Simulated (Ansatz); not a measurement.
Reaction (redistribution): `N[CH2][ZnH]` + `FB1CO1` → `N[CH2][Zn][F]` + `B1CO1`

Isolated molecules relaxed with PBE0-D4/def2-TZVP in Ansatz; ΔE leaves out vibrations. CBS: MP2 limit from def2 TZ/QZ plus the TZ coupled-cluster correction, frozen cores. DFT in def2-TZVPP. B3LYP here is the variant with VWN-RPA as its local correlation; programs differ in this. For Zn outer-core shells are correlated without core-valence functions, which leaves a few kJ/mol of doubt a bond. Scalar relativity is left out up to krypton. One conformer a species, not always the lowest.

`N[CH2][ZnH]`:

Cartesian coordinates in Å:
```
N -0.810 0.838 -0.432
C -0.297 -0.452 0.040
Zn 1.502 -0.237 0.794
H -0.272 1.179 -1.218
H -1.767 0.755 -0.757
H -0.343 -1.261 -0.704
H -0.924 -0.780 0.878
H 2.911 -0.042 1.399
```

`FB1CO1`:

Z-matrix (Å, degrees):
```
C
B 1 1.500
O 1 1.531 2 51.8
H 1 1.086 2 122.6 3 -93.7
H 1 1.086 2 122.6 3 93.7
F 2 1.306 1 156.9 3 180.0
```

`N[CH2][Zn][F]`:

Cartesian coordinates in Å:
```
N 0.313 -0.308 1.182
C 0.407 -0.236 -0.273
Zn -0.884 1.018 -0.987
F -2.054 2.160 -1.628
H -0.555 -0.735 1.475
H 1.061 -0.878 1.563
H 1.384 0.180 -0.538
H 0.329 -1.201 -0.794
```

`B1CO1`:

```xyz
6

B     0.652    0.251   -0.517
C    -0.518   -0.307    0.258
O     0.385    0.825    0.649
H     1.442    0.380   -1.388
H    -0.422   -1.165    0.918
H    -1.539    0.016    0.080
```

```
 level  ΔE (eV)
r2SCAN     0.30
 B3LYP     0.29
```

Question: What does CCSD(T)/CBS give? (An estimate is asked.)

Answer: Ansatz gave: +0.21 eV. The listed levels differ from it by 0.09, 0.08 eV.

Largest T1 diagnostic among the species: 0.016.

From PBE to PBE0 (25 % exact exchange), in def2-TZVPP and without D4, ΔE moves by +0.05 eV.
